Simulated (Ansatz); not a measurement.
Geometry optimisation, RKS PBE/def2-SVP (Ansatz).

The input (input.yaml):

```yaml
crystal:
  periodic: [false, false, false]
  atoms:
    - { symbol: Mg, position_ang: [0.49611, 0.567643, -0.278134] }
    - { symbol: Br, position_ang: [2.909402, 1.158266, 0.400484] }
    - { symbol: C, position_ang: [-1.39257, 0.133015, -1.066098] }
    - { symbol: H, position_ang: [2.023686, -0.781593, 2.218071] }
    - { symbol: F, position_ang: [1.215334, -1.188852, 2.383308] }
    - { symbol: H, position_ang: [-1.925849, -0.581174, -0.404279] }
    - { symbol: H, position_ang: [-2.035719, 1.030473, -1.184287] }
    - { symbol: H, position_ang: [-1.290494, -0.337678, -2.069064] }
basis:
  gaussian: { orbitals: def2-SVP }
hamiltonian:
  xc: pbe
relax:
  f_tol: 0.03
  max_steps: 50
output:
  orbitals: {}
```

Launched with:

```bash
$ ansatz run input.yaml --threads 2 --pin off --max-ram 3072MiB --backend cpu --events-out ev --progress --plain --runs-dir out
```

Problem. Where does it end, and by what steps?

Solution. The forces met the threshold. After 9 steps the energy has fallen by 0.703 eV; F5 moved furthest, 0.64 Å. Joined: Mg1–F5 (3.27 → 2.07 Å).

| step | energy less start (eV) | largest force component (eV/Å) | accepted |
| --- | --- | --- | --- |
| 0 | 0.0000 | 1.144 | yes |
| 1 | -0.2361 | 0.261 | yes |
| 2 | -0.4166 | 0.399 | yes |
| 3 | -0.5917 | 0.465 | yes |
| 4 | -0.6640 | 0.480 | yes |
| 5 | -0.6917 | 0.202 | yes |
| 6 | -0.6770 | 0.216 | no |
| 7 | -0.7026 | 0.036 | yes |
| 8 | -0.7028 | 0.034 | yes |
| 9 | -0.7029 | 0.019 | yes |

```xyz
8
Properties=species:S:1:pos:R:3
Mg 0.489 0.142 0.143
Br 2.813 0.989 0.595
C -1.301 0.055 -0.928
H 1.913 -0.394 1.763
F 1.041 -0.904 1.839
H -2.037 -0.611 -0.430
H -1.772 1.056 -1.025
H -1.146 -0.334 -1.957
```

Whether the end is a true minimum wasn't checked by a vibrational analysis.

Run time: 15 s on 2 threads of Intel(R) Xeon(R) Platinum 8488C (Sapphire Rapids), on a shared host, peak memory 0.17 GiB.
